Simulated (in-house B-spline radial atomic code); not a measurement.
## RPA and G0W0 on TPSS: the iron ion Fe³⁺

Configuration [Ar] 3d5, highest spin, mean-field start TPSS. Computed with an all-electron radial atomic-structure program (B-spline basis): all electrons, non-relativistic, point nucleus, each spin shell either full or empty, empty states to l = 9 with an (l + 1/2)⁻⁴ tail; G0W0 by contour deformation at full frequency.

Command:
```bash
python run_gw.py task.json out
```
Settings (radii: box in bohr, nucleus in fm):
```
Z                        26
electrons                23
configuration            [Ar] 3d5
hamiltonian              nr
method                   tpss,tpss
lmax                     9
spin_polarised           True
box_radius               14.14
intervals                50
```

Run time, properties included: 2.9 s on 1 thread of Arm Neoverse N1 (shared host).

Energies (hartree):

```
                                     term        value
                         mean-field total  -1261.67551
Hartree-Fock functional on these orbitals  -1260.60560
                      direct second order      -1.7854
                    second-order exchange      0.58575
                         SOSEX correction      0.53609
```

(1) What is the RPA correlation energy, and what remains with SOSEX?

Quasi-particle levels (eV):

| level | occupied | mean field | Σx - vxc | Σc | QP weight | G0W0 |
| --- | --- | --- | --- | --- | --- | --- |
| 3d up | yes | -45.37 | -11.41 | ? | ? | ? |
| 3p down | yes | -92.88 | -11.26 | 1.68 | 0.902 | -102.47 |
| 3d down | no | -39.45 | 13.57 | -5.72 | 0.927 | -31.60 |

G0W0 = mean field + (Σx - vxc) + Σc, with Σc (partial-wave tail included) taken at the quasi-particle energy. Only the outer levels were computed. Levels of low weight are left out.

(2) Where does G0W0 put 3d up?

Answers

(1) RPA gives -1.556 hartree (-1.84 eV per electron); RPA + SOSEX gives -1.0199, and the second-order doubles -1.1996 hartree (no singles). RPA lacks exchange-type terms and so overcorrelates at short range.

(2) At -55.06 eV, with Σc = 1.72 eV and a quasi-particle weight of 0.919. The tabulated removal energy is 54.91 ± 0.04 eV (NIST, measured); the calculation leaves out relativity, Breit and QED terms, and what these don't explain is the method's own error.
